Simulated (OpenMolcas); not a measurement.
## Ni⁴⁺: effect of the basis set

* Program: OpenMolcas
* Method: SS-RASPT2, IPEA 0.25 Eh, imaginary shift 0.1 Eh (closed shells correlated: 3s)
* Active space: 12 electrons in 8 orbitals (RAS1 3p, at most 2 holes; RAS2 3d)
* State averaging: 2S+1 = 5 even, 5 roots; 2S+1 = 3 even, 45 roots; 2S+1 = 1 even, 44 roots
* Spin-orbit coupling: state interaction with AMFI integrals over the reference wave functions, term energies averaged over their components

A. ANO-RCC-VTZP [6s5p3d2f1g], DKH2, point nucleus; CASPT2 step about 70 core-seconds
B. ANO-R2 [6s5p4d2f1g], X2C, finite nucleus; CASPT2 step about 60 core-seconds
C. ANO-RCC-VQZP [7s6p4d3f2g1h], DKH2, point nucleus; CASPT2 step roughly 90 core-seconds

Energies in cm-1 above 3d6 5D4, the measured ground level; measured values from Corliss and Sugar, J. Phys. Chem. Ref. Data 10, 197 (1981).

| Level | A | B | C | Measured |
| --- | --- | --- | --- | --- |
| 3d6 5D4 | 0.0 | 0.0 | 0.0 | 0.0 |
| 3d6 5D3 | 862 | 855 | 856 | 890 |
| 3d6 5D2 | 1448 | 1437 | 1437 | 1490 |
| 3d6 5D1 | 1821 | 1807 | 1807 | 1872 |
| 3d6 5D0 | 2000 | 1987 | 1988 | 2058 |
| 3d6 3P2(1) | 26870 | 26930 | 26550 | 26153 |
| 3d6 3H6 | 27460 | 27450 | 26990 | 27111 |
| 3d6 3H5 | 27860 | 27850 | 27390 | 27578 |
| 3d6 3H4 | 28100 | 28090 | 27640 | 27859 |
| 3d6 3P1(1) | 29420 | 29460 | 29080 | 28698 |
| 3d6 3F4(1) | 29680 | 29710 | 29280 | 29124 |
| 3d6 3F3(1) | 30150 | 30180 | 29750 | 29571 |
| 3d6 3P0(1) | 30390 | 30430 | 30050 | 29640 |
| 3d6 3F2(1) | 30520 | 30560 | 30130 | 29899 |
| 3d6 3G5 | 33840 | 33820 | 33380 | 33256 |
| 3d6 3G4 | 34620 | 34610 | 34160 | 34062 |
| 3d6 3G3 | 34920 | 34910 | 34470 | 34416 |
| 3d6 1I6 | 41840 | 41820 | 41130 | 41252 |
| 3d6 3D2 | 42590 | 42570 | 42130 | 41627 |
| 3d6 3D1 | 42590 | 42570 | 42140 | 41701 |
| 3d6 3D3 | 42870 | 42850 | 42410 | 41920 |
| 3d6 1G4(1) | 43160 | 43190 | 42590 | 42208 |
| 3d6 1S0 | 48750 | 48830 | 48230 | 47700 |
| 3d6 1D2 | 50500 | 50520 | 49950 | 48607 |

Deviations, from unrounded energies. A percentage is the sum of absolute deviations over the sum of measured energies, with the sign that they share, or ± where signs differ.

```json
{"Against measurement": "mean absolute deviation (cm-1)", "Levels": "23", "A": "610", "B": "620", "C": "290"}
{"Against measurement": "fine structure of the ground term (%)", "Levels": "4", "A": "-2.8", "B": "-3.5", "C": "-3.5"}
{"Against measurement": "other terms of the ground configuration (%)", "Levels": "19", "A": "+2.1", "B": "+2.1", "C": "±1.0"}
```

C lies closest to measurement on these levels and B furthest from it. The largest miss of C in the table is 3d6 1D2, by +1300 cm-1. The ranking rests on the paired levels alone, and a cruder setting can come out closer through cancelling errors.

Among A to C the level of the table that moves most is 3d6 1I6, by 710 cm-1 (lowest in C, highest in A). Moves below CASPT2's spread within the term are not significant.

CASPT2 breaks the degeneracy within a term, and the mean is taken; among the terms shown or strongly mixed into the levels shown the widest spread is 310 cm-1 (3d6 1G(1), A). Active for correlation alone: 3p; no level in the range computed is led by a configuration that opens it, so any true level of that kind is missing. The CASPT2 spread within a term exceeds the gap to the next term for 3d6 3D and 3d6 1G(1), so the order of their levels is uncertain (figures for A; the like holds for B, C). Computed and measured levels are paired by configuration, term and J; levels that our copy of the source lacks, or whose pairing is in doubt (as where it misses far off the trend of its configuration), stay unpaired and out of the deviations. Levels of configurations outside the active space are missing. The table leaves out levels that lie high or whose names do not pair safely across all columns.

A number in round brackets counts repeated terms of one configuration in the order of the reference energies.
